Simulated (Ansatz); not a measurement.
`B[SiH2]N[SiH3]` + `C=N` → `C=N[SiH2]N[SiH3]` + BH₃ at 700 K and 1 bar (cleavage of the Si–B bond).

Program: Ansatz. Geometries: PBE0-D4/def2-TZVP. ΔE: electronic, gas phase. CCSD(T)/CBS is the MP2 limit (def2-TZVPP, def2-QZVPP) plus CCSD(T) − MP2 in def2-TZVPP, frozen cores. This one scheme is used for every species. Each species was taken in one conformer, which may not be the lowest.

| species | CCSD(T)/CBS energy (Eh) | H − E (kJ/mol) | S (J/(mol·K)) |
| --- | --- | --- | --- |
| `B[SiH2]N[SiH3]` | -662.46710 | 295.2 | 505.2 |
| `C=N` | -94.52360 | 135.6 | 268.6 |
| `C=N[SiH2]N[SiH3]` | -730.46493 | 329.3 | 523.8 |
| BH₃ | -26.55200 | 96.5 | 225.0 |

H − E and S are ideal-gas, rigid-rotor, harmonic terms from PBE0-D4/def2-TZVP, for one conformer and one mirror image of each species. 1 Eh = 2625.50 kJ/mol, R = 8.31446 J/(mol·K).

By hand: ΔE, ΔH, ΔS and ΔG.

ΔE = (-730.46493) + (-26.55200) − (-662.46710) − (-94.52360) = -0.02623 Eh = -68.9 kJ/mol. Δ(H − E) = 329.3 + 96.5 − 295.2 − 135.6 = -5.0, so ΔH = -73.9 kJ/mol. ΔS = 523.8 + 225.0 − 505.2 − 268.6 = -25.0 J/(mol·K). ΔG = -73.9 − 700 × (-25.0)/1000 = -56.4 kJ/mol.

By hand: the equilibrium constant, and the temperature at which ΔG would vanish if ΔH and ΔS stayed fixed.

log₁₀ K = −ΔG/(RT ln 10) = 4.2. ΔG = 0 at ΔH/ΔS = 2956 K, far beyond where these terms or the molecules hold.

ΔH outweighs TΔS. A doubt of 5 kJ/mol in ΔE shifts log₁₀ K by 0.4 here. Other conformers and mirror images would add mixing entropy, several J/(mol·K) or more a flexible species. Modes under 60 cm⁻¹, often nearly free rotors, make the harmonic entropy too high. These are equilibria of isolated gas molecules and say nothing of rates. Largest T1 diagnostic: 0.012 (customary marks: 0.02 for closed shells, 0.045 for open ones).
